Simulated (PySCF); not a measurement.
# TlGe: one state, many levels of theory

State: ⁴Σ⁻ (quartet), unpaired electrons σ ↑, π ↑↑. Set-up: basis Tl def2-SVP with ECP60, Ge def2-SVP; scalar-relativistic core potentials; PySCF 2.14. De refers to Tl + Ge in their high-spin ground configurations, without counterpoise correction. The functionals are run spin-unrestricted. A positive dipole means Tl(−)Ge(+).

```json
{"Level": "UHF", "Re (Å)": "2.818", "ωe (cm⁻¹)": "144", "De (eV)": "1.30", "μ (D)": "-3.67", "CPU s a point (SCF and correlation, without the integrals)": "0.26"}
{"Level": "UHF-MP2", "Re (Å)": "2.727", "ωe (cm⁻¹)": "163", "De (eV)": "1.93", "μ (D)": "n/a", "CPU s a point (SCF and correlation, without the integrals)": "0.44"}
{"Level": "UHF-SCS-MP2", "Re (Å)": "2.743", "ωe (cm⁻¹)": "158", "De (eV)": "1.71", "μ (D)": "n/a", "CPU s a point (SCF and correlation, without the integrals)": "n/a"}
{"Level": "UHF-CCSD", "Re (Å)": "2.759", "ωe (cm⁻¹)": "156", "De (eV)": "1.79", "μ (D)": "n/a", "CPU s a point (SCF and correlation, without the integrals)": "n/a"}
{"Level": "UHF-CCSD(T)", "Re (Å)": "2.754", "ωe (cm⁻¹)": "157", "De (eV)": "1.87", "μ (D)": "n/a", "CPU s a point (SCF and correlation, without the integrals)": "9.8"}
{"Level": "PBE", "Re (Å)": "2.760", "ωe (cm⁻¹)": "149", "De (eV)": "2.28", "μ (D)": "-2.04", "CPU s a point (SCF and correlation, without the integrals)": "0.76"}
{"Level": "TPSS", "Re (Å)": "2.747", "ωe (cm⁻¹)": "151", "De (eV)": "2.24", "μ (D)": "-2.31", "CPU s a point (SCF and correlation, without the integrals)": "1.1"}
{"Level": "r²SCAN", "Re (Å)": "2.723", "ωe (cm⁻¹)": "156", "De (eV)": "2.27", "μ (D)": "-2.37", "CPU s a point (SCF and correlation, without the integrals)": "1.5"}
{"Level": "PBE0", "Re (Å)": "2.731", "ωe (cm⁻¹)": "157", "De (eV)": "2.14", "μ (D)": "-2.41", "CPU s a point (SCF and correlation, without the integrals)": "1.3"}
{"Level": "r²SCAN0", "Re (Å)": "2.709", "ωe (cm⁻¹)": "161", "De (eV)": "2.15", "μ (D)": "-2.54", "CPU s a point (SCF and correlation, without the integrals)": "1.1"}
{"Level": "MN15", "Re (Å)": "2.715", "ωe (cm⁻¹)": "160", "De (eV)": "2.20", "μ (D)": "-2.09", "CPU s a point (SCF and correlation, without the integrals)": "1.1"}
{"Level": "ωB97X", "Re (Å)": "2.710", "ωe (cm⁻¹)": "166", "De (eV)": "1.97", "μ (D)": "-2.76", "CPU s a point (SCF and correlation, without the integrals)": "1.2"}
```

The bond length runs from 2.709 Å (r²SCAN0) to 2.818 Å (UHF). De spans 1.30 eV (UHF, mean field) to 2.28 eV (PBE, GGA). Correlation at CCSD(T) changes the Hartree–Fock bond energy by +0.57 eV; the triples alone change it by +0.08 eV.

Correlated steps freeze 13 core orbitals. Correlated levels converge slowly with the basis: in double zeta they bind strong bonds too weakly, by up to about 1 eV, and carry superposition errors of some tenths. Spin–orbit coupling is left out, which matters for elements this heavy, above all for dissociation energies. The state was picked by a PBE0 search and need not be the measured ground state.

The whole job (state search and all levels along the bond) took about 4.1 min on 1 thread of Oxide Virtual Turin-like (shared host), peak memory 0.8 GiB.
